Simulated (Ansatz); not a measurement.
Basis sets compared for CuSn2 (the lowest doublet isomer of a short search). Charge 0, multiplicity 2. Geometry PBE-D4/def2-TZVP. Ansatz on 4 threads of Arm Neoverse V2 on a shared host; times are rough, and most runs start from earlier orbitals.

```xyz
3

Cu   -0.219    0.617   -1.298
Sn    0.831   -1.290    0.061
Sn   -0.612    0.673    1.237
```

In the def2 sets Sn takes a core potential; there is no spin–orbit coupling. At PBE-D4/def2-SVP, PBE-D4/def2-TZVP, PBE-D4/def2-TZVPD the gap within one spin of the charge 0 doublet nearly closes, so an electron or hole may be smeared out by delocalisation error. The structure comes from a short search, and lower isomers may exist.

Binding counts from free atoms (Cu doublet, Sn triplet) in the same basis, without a counterpoise term.

```json
{"level": "PBE-D4/def2-SVP", "functions": "83", "energy (Eh)": "-2068.6717", "HOMO (eV)": "-4.06", "LUMO (eV)": "-4.00", "binding per atom (eV)": "1.89", "wall time": "3.9 s"}
{"level": "PBE-D4/def2-TZVP", "functions": "145", "energy (Eh)": "-2068.9393", "HOMO (eV)": "-4.22", "LUMO (eV)": "-4.11", "binding per atom (eV)": "1.78", "wall time": "15 s"}
{"level": "r2SCAN-D4/def2-TZVP", "functions": "145", "energy (Eh)": "-2069.3176", "HOMO (eV)": "-4.37", "LUMO (eV)": "-3.91", "binding per atom (eV)": "1.71", "wall time": "30 s"}
{"level": "PBE0-D4/def2-SVP", "functions": "83", "energy (Eh)": "-2068.6821", "HOMO (eV)": "-4.85", "LUMO (eV)": "-3.26", "binding per atom (eV)": "1.67", "wall time": "3.4 s"}
{"level": "PBE0-D4/def2-TZVP", "functions": "145", "energy (Eh)": "-2068.9382", "HOMO (eV)": "-4.95", "LUMO (eV)": "-3.34", "binding per atom (eV)": "1.60", "wall time": "7.5 s"}
```

Task: Estimate the rows for PBE-D4/def2-TZVPD, r2SCAN-D4/def2-TZVPD, PBE0-D4/def2-TZVPD.

Result: 
```csv
level,functions,energy (Eh),HOMO (eV),LUMO (eV),binding per atom (eV),wall time
PBE-D4/def2-TZVPD,160,-2068.9398,-4.23,-4.12,1.78,14 s
r2SCAN-D4/def2-TZVPD,160,-2069.3182,-4.38,-3.92,1.71,35 s
PBE0-D4/def2-TZVPD,160,-2068.9386,-4.96,-3.36,1.60,14 s
```
